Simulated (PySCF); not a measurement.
## Polarisability and C₆ of V (vanadium, neutral)

[Ar] 3d5, high-spin 6S determinant (an excited configuration). Calculation: PySCF 2.14, in ANO-RCC-VTZP (6s5p3d2f1g, 59 functions); scalar relativity by spin-free X2C-1e. Coupled (time-dependent) response in atomic units; α is the mean over directions. The basis has no added diffuse functions, which lowers α and C₆.

| method | mean α (bohr³) | C₆ (like pair) | S(−4) |
| --- | --- | --- | --- |
| UHF | 61.26 | 189.0 | 26750 |
| PBE0 | 104.9 | 322.5 | 107600 |
| M06-2X | 78.68 | 234.1 | 55970 |

S(−4) is the Cauchy moment in α(ω) = α(0) + S(−4) ω² + …

α(iu) at M06-2X:

```
u (hartree)  α(iu) (bohr³)
          0          78.68
     0.0500          31.23
      0.100          15.02
      0.200          8.945
      0.300          7.496
      0.500          6.234
      0.750          5.133
       1.00          4.207
       1.50          2.833
       2.00          1.971
       3.00          1.072
       5.00         0.4455
```

A single London oscillator, α(iu) = α/(1 + u²/ω²), gives C₆ = (3/4) ω α². Matching the computed C₆ needs ω = 4 × 234.1 / (3 × 78.68²) = 0.0504 hartree.
